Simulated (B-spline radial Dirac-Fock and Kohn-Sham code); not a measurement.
Relativistic shifts of the levels of Cs⁵⁺

System: cesium as Cs⁵⁺, 1s2 2s2 2p6 3s2 3p6 3d10 4s2 4p6 4d10 5s2 5p2.

Both columns are ΔSCF binding energies of the configuration average from an atomic code on a B-spline grid: non-relativistic Hartree-Fock with a point nucleus, and Dirac-Fock with a finite nucleus and the Coulomb interaction alone, averaged over the two j levels with weights 2j+1.

```tsv
shell	Hartree-Fock (eV)	Dirac-Fock (eV)	shift (eV)	shift (%)
1s	34630.9	36182.9	+1552.03	+4.48
2s	5417.6	5803.8	+386.20	+7.13
2p	5092.5	5208.0	+115.47	+2.27
3s	1206.4	1290.6	+84.15	+6.98
3p	1067.1	1093.7	+26.56	+2.49
3d	810.6	799.8	-10.87	-1.34
4s	289.7	307.5	+17.78	+6.14
4p	237.2	241.8	+4.56	+1.92
4d	145.4	142.6	-2.82	-1.94
5s	80.43	83.61	+3.18	+3.95
5p	67.43	68.05	+0.62	+0.92
```

Relativity binds 1s, 2s, 2p, 3s, 3p, 4s, 4p, 5s, 5p more strongly, among those listed most of all 2s in relative terms, and 3d, 4d more weakly, because the contracted s and p shells screen the nucleus better.

Values without a named source are computed, but for edge energies of neutral atoms, which are taken from tables.
